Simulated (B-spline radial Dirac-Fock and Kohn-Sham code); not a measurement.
## Elastic scattering of 148 keV electrons by neutral osmium

Level of theory: relativistic (Dirac) partial waves in the static field of the Dirac-Fock atom with Furness-McCarthy exchange, without polarisation or absorption potentials; a B-spline atomic structure program.

| θ (°) | dσ/dΩ (a₀²/sr) | Sherman function |
| --- | --- | --- |
| 0 | 744 | 0.000 |
| 10 | 0.159 | 0.002 |
| 20 | 0.0137 | 0.009 |
| 30 | 0.00329 | 0.013 |
| 40 | 0.00125 | 0.004 |
| 50 | 0.000608 | -0.024 |
| 60 | 0.000346 | -0.069 |
| 70 | 0.000217 | -0.126 |
| 80 | 0.000146 | -0.190 |
| 90 | 0.000104 | -0.255 |
| 100 | 7.69e-05 | -0.315 |
| 110 | 5.92e-05 | -0.363 |
| 120 | 4.72e-05 | -0.392 |
| 130 | 3.89e-05 | -0.397 |
| 140 | 3.32e-05 | -0.372 |
| 150 | 2.93e-05 | -0.316 |
| 160 | 2.67e-05 | -0.230 |
| 170 | 2.53e-05 | -0.121 |
| 180 | 2.48e-05 | 0.000 |

**Question.** What integrated cross sections go with this distribution?

**Answer.** The total elastic cross section is 0.606 a₀², the first transport cross section 0.00263 a₀² and the second, weighted with (3/2) sin²θ, 0.00612 a₀². The mean deflection is ⟨1 − cos θ⟩ = 0.00433, and 0.055 % of the collisions scatter beyond 90°.

Phase shifts modulo π (rad) for κ = −1 to −5: 0.477, -0.478, -0.940, -1.237, -1.452.

Values without a named source are computed, but for edge energies of neutral atoms, which are taken from tables.
